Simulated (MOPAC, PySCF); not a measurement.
C10H9BO, SMILES `Bc1c2-c(ccc2)cc(cc1)O`, neutral singlet in the gas phase. 

Z-matrix (Å, degrees):
```
C
C 1 1.3951
H 2 1.0868 1 125.45
C 2 1.4117 3 125.59 1 179.99
H 4 1.0917 2 124.57 3 0.02
C 4 1.3938 5 125.02 2 -179.99
H 6 1.0893 4 126.94 5 -0.01
C 6 1.4093 7 125.20 4 -179.99
C 8 1.3801 6 124.16 7 -0.01
H 9 1.0983 8 114.92 6 0.02
C 9 1.4066 10 115.30 8 180.00
O 11 1.3509 9 118.48 10 0.01
H 12 0.9630 11 109.75 9 0.07
C 11 1.3950 12 114.53 13 -179.93
C 14 1.3928 11 129.80 12 179.99
H 15 1.0936 14 113.57 11 -179.99
H 14 1.0937 15 116.68 16 0.01
C 15 1.4088 16 114.10 14 179.99
B 18 1.5504 15 114.65 16 -0.06
H 19 1.2061 18 122.84 15 -179.80
H 19 1.2097 20 118.36 3 179.75
```
Charge 0, multiplicity 1.

All levels are single points at this geometry (PBE0-D3(BJ)/def2-SVP); Pople sets use spherical d functions. Orbital energies aren't observables, and empty levels follow the basis.

PM6 in MOPAC gives gap (eV) = 6.55.

Problem. Estimate the gap (eV) from each of these levels: ωB97X-D3(BJ)/def2-TZVP in PySCF; M06-2X/6-31G* in PySCF; SVWN5/6-31G* in PySCF; HF/6-31G* in PySCF; PM7 in MOPAC.

Solution. 
```csv
level,gap (eV)
ωB97X-D3(BJ)/def2-TZVP in PySCF,6.50
M06-2X/6-31G* in PySCF,4.44
SVWN5/6-31G* in PySCF,1.28
HF/6-31G* in PySCF,7.49
PM7 in MOPAC,6.43
```
